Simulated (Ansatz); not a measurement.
Start from `Cl[SiH](Cl)[O][GeH3]` and change one atom or group to get `S[SiH](Cl)Cl`.

Ansatz, PBE0-D4/def2-TZVP geometries, multiplicity 1. Each molecule was computed in one conformer, which needn't be the lowest.

Scalar relativity is left out up to krypton.

```csv
property,`Cl[SiH](Cl)[O][GeH3]`
"ideal-gas entropy at 298 K and 1 bar (rigid rotor, harmonic PBE0-D4/def2-TZVP) / J/(mol·K)",405
LUMO energy (PBE/def2-TZVPP) / eV,-1.13
HOMO energy (ωB97M-V/def2-TZVPP) / eV,-11.25
zero-point energy (PBE0-D4/def2-TZVP) / kJ/mol,107.5
HOMO–LUMO gap (PBE0/def2-TZVPP) / eV,8.74
LUMO energy (B3LYP/def2-TZVPP) / eV,-0.46
```

Give the same properties after the change, and the shifts. (An estimate is asked.)

Ansatz gave: 
| property | `S[SiH](Cl)Cl` | shift |
| --- | --- | --- |
| ideal-gas entropy at 298 K and 1 bar (rigid rotor, harmonic PBE0-D4/def2-TZVP) / J/(mol·K) | 337 | -68 |
| LUMO energy (PBE/def2-TZVPP) / eV | -1.14 | -0.01 |
| HOMO energy (ωB97M-V/def2-TZVPP) / eV | -10.29 | 0.96 |
| zero-point energy (PBE0-D4/def2-TZVP) / kJ/mol | 58.0 | -49.5 |
| HOMO–LUMO gap (PBE0/def2-TZVPP) / eV | 7.91 | -0.83 |
| LUMO energy (B3LYP/def2-TZVPP) / eV | -0.41 | 0.05 |

The zero-point energy changes by -49.5 kJ/mol with -9 modes. Modes under 60 cm⁻¹, often nearly free rotors, make the harmonic entropy too high.

B3LYP here is the variant with VWN-RPA as its local correlation; programs differ in this.
